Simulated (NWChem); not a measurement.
Everything below was run with NWChem. System: HGe (+1), charge 1, spin multiplicity 1, at a geometry optimised with PBE0/def2-SVP. The structure started from a generated list of species. Level: CCSD linear response/def2-SVPD, 9 core orbitals frozen.

Output (cleaned and shortened):

```
             Northwest Computational Chemistry Package (NWChem) 7.3.0
             --------------------------------------------------------

                                NWChem Input Module
                                -------------------

 Scaling coordinates for geometry "geometry" by  1.889725989
 (inverse scale =  0.529177249)

 Turning off AUTOSYM since
 SYMMETRY directive was detected!

                             Geometry "geometry" -> ""
                             -------------------------

 Output coordinates in angstroms (scale by  1.889725989 to convert to a.u.)

  No.       Tag          Charge          X              Y              Z
 ---- ---------------- ---------- -------------- -------------- --------------
    1 Ge                  32.0000     0.00000000     0.00000000     0.04823500
    2 H                    1.0000     0.00000000     0.00000000    -1.54350700

 Effective nuclear repulsion energy (a.u.)      10.6384526940

            Nuclear Dipole moment (a.u.)
            ----------------------------
        X                 Y               Z
 ---------------- ---------------- ----------------
     0.0000000000     0.0000000000     0.0000245664

      Symmetry information
      --------------------

 Group name             C2v
 Group number             16
 Group order               4
 No. of unique centers     2

      Symmetry unique atoms

     1    2


 Summary of "ao basis" -> "" (spherical)
 ------------------------------------------------------------------------------
       Tag                 Description            Shells   Functions and Types
 ---------------- ------------------------------  ------  ---------------------
 *                         def2-svpd                  on all atoms

 Summary of "ao basis" -> "ao basis" (spherical)
 ------------------------------------------------------------------------------
       Tag                 Description            Shells   Functions and Types
 ---------------- ------------------------------  ------  ---------------------
 Ge                        def2-svpd                14       38   6s4p4d
 H                         def2-svpd                 4        8   2s2p

                                 NWChem SCF Module
                                 -----------------

  ao basis        = "ao basis"
  functions       =    46
  atoms           =     2
  closed shells   =    16
  open shells     =     0
  charge          =   1.00
  wavefunction    = RHF
  use symmetry    = T
  symmetry adapt  = T

 Summary of "ao basis" -> "ao basis" (spherical)
 ------------------------------------------------------------------------------
       Tag                 Description            Shells   Functions and Types
 ---------------- ------------------------------  ------  ---------------------
 Ge                        def2-svpd                14       38   6s4p4d
 H                         def2-svpd                 4        8   2s2p

      Symmetry analysis of basis
      --------------------------

        a1         22
        a2          4
        b1         10
        b2         10

 Forming initial guess at       0.0s

      Superposition of Atomic Density Guess
      -------------------------------------

 Sum of atomic energies:       -2075.54292741

 Renormalizing density from      33.00 to     32

      Non-variational initial energy
      ------------------------------

 Total energy =   -2036.598947
 1-e energy   =   -2827.860964
 2-e energy   =     780.623564
 HOMO         =      -0.683350
 LUMO         =      -0.495471

      Symmetry analysis of molecular orbitals - initial
      -------------------------------------------------

 !! scf_movecs_sym_adapt:   28 vectors were symmetry contaminated

  Symmetry fudging

 !! scf_movecs_sym_adapt:   28 vectors were symmetry contaminated

  Numbering of irreducible representations:

     1 a1          2 a2          3 b1          4 b2

  Orbital symmetries:

     1 a1          2 a1          3 a1          4 b2          5 b1
     6 a1          7 a1          8 b1          9 b2         10 a1
    11 b1         12 b2         13 a1         14 a2         15 a1
    16 a1         17 b2         18 b1         19 a1         20 a1
[...]
 Iter          Residuum       Correlation     Cpu    Wall
 ---------------------------------------------------------
    1   0.1277292219939  -0.1860342809359     0.2     0.2
    2   0.0348953217802  -0.1889686288065     0.2     0.2
    3   0.0145462083418  -0.1948311678536     0.2     0.2
    4   0.0068589712981  -0.1961066184020     0.2     0.2
    5   0.0033867431277  -0.1968780562728     0.2     0.2
    6   0.0006393766816  -0.1974139587531     0.2     0.2
    7   0.0003028544529  -0.1974420630674     0.2     0.2
    8   0.0001727963588  -0.1974471862415     0.2     0.2
    9   0.0001031548656  -0.1974490786928     0.2     0.2
   10   0.0000623459843  -0.1974508997430     0.2     0.2
   11   0.0000069385679  -0.1974534550576     0.2     0.2
   12   0.0000026518026  -0.1974535122131     0.2     0.2
   13   0.0000013232951  -0.1974536037314     0.2     0.2
   14   0.0000007063119  -0.1974535803321     0.2     0.2
 -----------------------------------------------------------------
 Iterations converged
 CCSD correlation energy / hartree =        -0.197453580332057
 CCSD total energy / hartree       =     -2075.560457575540568

 Singles contributions

 Doubles contributions

 CCSD Lambda iterations
 ---------------------------------------------
 Iter          Residuum            Cpu    Wall
 ---------------------------------------------
    1          0.9949785274802     0.8     0.8
    2          0.0182404315962     0.8     0.8
    3          0.0019616678588     0.8     0.8
    4          0.0002348353666     0.5     0.5
    5          0.0000501357997     0.5     0.5
    6          0.0000048603235     0.6     0.6
    7          0.0000008421821     0.5     0.5
 ---------------------------------------------
 Iterations converged
1-PDM CCSD : h-h block

 1PDM h-h block largest contributions

1-PDM CCSD : p-p block

 1PDM p-p block largest contributions

1-PDM CCSD : h-p block

 1PDM h-p block largest contributions

1-PDM CCSD : p-h block

 1PDM p-h block largest contributions

1-PDM CCSD : all done

Lambda-CCSD leading excitations:

 Singles contributions

 Doubles contributions

 CCSD dipole moments / hartree & Debye
 ------------------------------------
   X        -0.0000000     -0.0000000
   Y        -0.0000000     -0.0000000
   Z         0.1293608      0.3288049
 Total       0.1293608      0.3288049
 ------------------------------------

 X   axis ( b1  symmetry)

 Frequency =       0.0000000 / au

 CCSD-LR iterations
 ---------------------------------------------
 Iter          Residuum            Cpu    Wall
 ---------------------------------------------
    1          0.7347491777587     0.4     0.4
    2          0.7561124178442     0.7     0.7
    3          0.3630434967931     0.7     0.7
    4          0.1976319312023     0.6     0.6
    5          0.1214289293857     0.7     0.7
    6          0.0549939487520     0.7     0.7
    7          0.0311753655191     0.7     0.7
    8          0.0220130287077     0.5     0.5
    9          0.0163002754538     0.4     0.4
   10          0.0122487885237     0.4     0.4
   11          0.0011060314185     0.4     0.4
   12          0.0005161108538     0.4     0.4
   13          0.0002630044838     0.4     0.4
   14          0.0001571148866     0.4     0.4
   15          0.0000996997932     0.4     0.4
   16          0.0000397699289     0.4     0.4
   17          0.0000231095799     0.4     0.4
   18          0.0000165325620     0.4     0.4
   19          0.0000122411742     0.4     0.4
   20          0.0000091686995     0.4     0.4
   21          0.0000011047525     0.4     0.4
   22          0.0000005761568     0.4     0.4
 ---------------------------------------------
 Iterations converged

 Y   axis ( b2  symmetry)

 Frequency =       0.0000000 / au

 CCSD-LR iterations
 ---------------------------------------------
 Iter          Residuum            Cpu    Wall
 ---------------------------------------------
    1          0.7347491777587     0.4     0.4
    2          0.7561124178442     0.4     0.4
    3          0.3630434967931     0.4     0.4
    4          0.1976319312023     0.4     0.4
    5          0.1214289293857     0.4     0.4
    6          0.0549939487520     0.4     0.4
    7          0.0311753655191     0.4     0.4
    8          0.0220130287077     0.4     0.4
    9          0.0163002754538     0.4     0.4
   10          0.0122487885237     0.4     0.4
   11          0.0011060314185     0.5     0.5
   12          0.0005161108538     0.4     0.4
   13          0.0002630044838     0.4     0.4
   14          0.0001571148866     0.4     0.4
   15          0.0000996997932     0.4     0.4
   16          0.0000397699289     0.4     0.4
   17          0.0000231095799     0.4     0.4
   18          0.0000165325620     0.4     0.4
   19          0.0000122411742     0.4     0.4
   20          0.0000091686995     0.4     0.4
   21          0.0000011047525     0.4     0.4
   22          0.0000005761568     0.4     0.4
 ---------------------------------------------
 Iterations converged

 Z   axis ( a1  symmetry)

 Frequency =       0.0000000 / au

 CCSD-LR iterations
 ---------------------------------------------
 Iter          Residuum            Cpu    Wall
 ---------------------------------------------
    1          0.8094419462902     0.4     0.4
    2          1.0599541223070     0.4     0.4
    3          0.4680274001767     0.7     0.7
    4          0.2360987405189     0.7     0.7
    5          0.1143060416607     0.7     0.7
    6          0.0147951640308     0.7     0.7
    7          0.0058898870993     0.7     0.7
    8          0.0030660243001     0.7     0.7
    9          0.0017174209903     0.7     0.7
   10          0.0010026024072     0.7     0.7
   11          0.0001587057795     0.7     0.7
   12          0.0000656784263     0.7     0.7
   13          0.0000349718402     0.6     0.6
   14          0.0000197322065     0.7     0.7
   15          0.0000115080614     0.4     0.4
   16          0.0000022462840     0.4     0.4
   17          0.0000010185252     0.4     0.4
   18          0.0000005618623     0.4     0.4
 ---------------------------------------------
 Iterations converged

 CCSD-LR dipole moments / hartree & Debye
 --------------------------------
 X      -0.0000000     -0.0000000
 Y      -0.0000000     -0.0000000
 Z       0.1288416      0.3274853
 --------------------------------

 CCSD Linear Response polarizability / au
 Frequency  =       0.0000000 / au
 Wavelength =        Infinity / nm
 -------------------------------------------------------|-----------------------------------------------
                     atomic units (bohr^3)              |                   angstroms^3
                  X              Y              Z       |             X              Y              Z
 -------------------------------------------------------|-----------------------------------------------
 X           19.3681813     -0.0000000     -0.0000000   |      2.8700690     -0.0000000     -0.0000000
 Y           -0.0000000     19.3681813     -0.0000000   |     -0.0000000      2.8700690     -0.0000000
 Z           -0.0000000     -0.0000000     26.0235198   |     -0.0000000     -0.0000000      3.8562886
 -------------------------------------------------------|-----------------------------------------------
 Eigs =      19.3681813     19.3681813     26.0235198   |      2.8700690      2.8700690      3.8562886
 Isotropic   =              21.5866274                  |                     3.1988088
 Anisotropic =               6.6553385                  |                     0.9862196
 -------------------------------------------------------|-----------------------------------------------

 Task  times  cpu:       48.5s     wall:       48.5s

 Total times  cpu:       48.5s     wall:       48.5s
```

Problem. Write an NWChem input that would produce this output.

Solution. Several could match; the one computed here: 
```
start mol
memory heap 100 mb stack 700 mb global 1900 mb
charge 1
geometry units angstroms nocenter noautoz
  Ge     0.000000     0.000000     0.048235
  H      0.000000     0.000000    -1.543507
  symmetry group C2v
end
basis spherical
  * library def2-svpd
end
scf
  rhf
  nopen 0
  maxiter 100
  thresh 1e-7
  semidirect memsize 60000000 filesize 0
end
tce
  freeze core 9
  ccsd
  thresh 1e-6
  tilesize 24
end
set tce:lineresp T
set tce:afreq 0.0
set tce:respaxis T T T
task tce energy
```
